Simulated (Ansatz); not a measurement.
Q: Name a neutral molecule of B, C, O and H with LUMO energy (PBE0/def2-TZVPP) between -0.55 and -0.25 eV and HOMO–LUMO gap (PBE0/def2-TZVPP) between 7.50 and 7.80 eV (Ansatz, PBE0-D4/def2-TZVP geometry).

A: `OCC1=CB1` (-0.33 eV, 7.59 eV); `BOCCO` (-0.50 eV, 7.69 eV). Other molecules can fit too; these were computed, each in one conformer that needn't be the lowest.
